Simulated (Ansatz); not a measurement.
Li3Al3. Total charge 0; singlet. Geometry PBE-D4/def2-SVP; atoms count from 1.

Cartesian coordinates in Å:
```
Li -0.5399 -0.3460 -1.7546
Li 2.3507 -1.6425 -0.2671
Li -0.8392 2.0932 0.3771
Al -2.4103 -0.0331 0.9105
Al -0.0649 -0.9460 0.8420
Al 1.5035 0.8744 -0.1079
```

The restricted singlet is unstable towards broken spin symmetry in Hartree–Fock (as tested in another run); at PBE0-D4/def2-TZVP this wasn't settled. The structure comes from a short search, and lower isomers may exist.

Estimate the Mulliken populations from the PBE0/def2-TZVP orbitals of Ansatz.


```tsv
atom	charge (e)
Li1	0.45
Li2	0.51
Li3	0.54
Al4	-0.29
Al5	-0.52
Al6	-0.69
```
Mulliken values and Mayer orders depend strongly on the basis.

And the Mayer bond orders between bonded heavy atoms (over 0.3)?

Li1–Al5 0.35 (2.71 Å); Li2–Al5 0.30 (2.75 Å); Li2–Al6 0.37 (2.66 Å); Al4–Al5 1.12 (2.52 Å); Al5–Al6 1.23 (2.58 Å). Values over 0.3 also appear between atoms too far apart for a bond (Al4–Al6 0.62 at 4.14 Å); they arise where an orbital or an unpaired electron spreads over both atoms.
